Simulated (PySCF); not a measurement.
Computed shifts of a molecule C₅H₄F₂, PBE/pcSseg-1 (PySCF), GIAO, gas phase, atoms alike by connectivity averaged where their shifts nearly agree, in ppm (number of nuclei): ¹³C: 141.2 (1), 124.5 (1), 113.9 (1), 94.3 (1), 93.2 (1). ¹⁹F: -148.0 (2). ¹H: 6.95 (1), 6.39 (1), 6.35 (1), 6.23 (1). References: ¹³C against TMS (σ = 182.0 ppm); ¹⁹F against CFCl3 (σ = 133.6 ppm); ¹H against TMS (σ = 31.49 ppm), references at their B3LYP-D3(BJ)/def2-TZVP geometries, non-relativistic. Geometry: PBE0-D3(BJ)/def2-SVP. One conformer was computed; it need not be the lowest.

Question: Identify the compound among the candidates.
A. C=CC#CC(F)F
B. C#C[C@]1(F)C[C@H]1F
C. FC1=C[C@H](F)C=C1
D. C=CC(F)=C=CF

Answer: A, C=CC#CC(F)F
